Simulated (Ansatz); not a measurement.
Two isomers of C2H7FOSi: A = `C[SiH](F)CO`, B = `C[SiH2]C(O)F`.

Computed with Ansatz on PBE0-D4/def2-TZVP structures; ΔE is electronic, products minus reactants. CCSD(T)/CBS is the MP2 limit (def2-TZVPP, def2-QZVPP) plus CCSD(T) − MP2 in def2-TZVPP, frozen cores. DFT in def2-TZVPP. B3LYP here is the variant with VWN-RPA as its local correlation; programs differ in this. Each species was taken in one conformer, which may not be the lowest.

A:

```xyz
12

C     0.425   -1.086    1.437
Si   -0.487   -0.441   -0.045
F    -1.873    0.232    0.436
C     0.426    0.934   -0.942
O    -0.390    1.551   -1.930
H    -0.168   -1.839    1.962
H     1.365   -1.554    1.131
H     0.657   -0.283    2.140
H    -0.856   -1.532   -0.982
H     1.296    0.525   -1.465
H     0.819    1.673   -0.227
H    -1.214    1.820   -1.515
```

B:

```xyz
12

C     0.281    0.715    1.569
Si    0.080    0.914   -0.272
C    -0.403   -0.769   -1.043
O     0.553   -1.705   -0.707
F    -1.645   -1.157   -0.522
H     1.058   -0.022    1.786
H     0.559    1.661    2.039
H    -0.653    0.369    2.016
H     1.339    1.360   -0.928
H    -1.002    1.875   -0.615
H    -0.558   -0.720   -2.130
H     0.393   -2.520   -1.195
```

Question: Which is lower in electronic energy at CCSD(T)/CBS, and by how much? (Estimate.)

Answer: Computed: A, by 46.6 kcal/mol.

Question: Give E(B) − E(A) in kcal/mol with CCSD(T)/def2-TZVPP, B3LYP, B2PLYP, B3LYP-D4, MP2/def2-TZVPP, CCSD/def2-TZVPP, ωB97M-V. (Best estimate.)

Answer: Computed: CCSD(T)/def2-TZVPP 45.5, B3LYP 44.5, B2PLYP 45.7, B3LYP-D4 44.4, MP2/def2-TZVPP 47.6, CCSD/def2-TZVPP 45.9, ωB97M-V 44.8. None reverses the order clearly.

Largest T1 diagnostic: 0.012.

From PBE to PBE0 (25 % exact exchange), in def2-TZVPP and without D4, E(B) − E(A) moves by +1.6 kcal/mol.
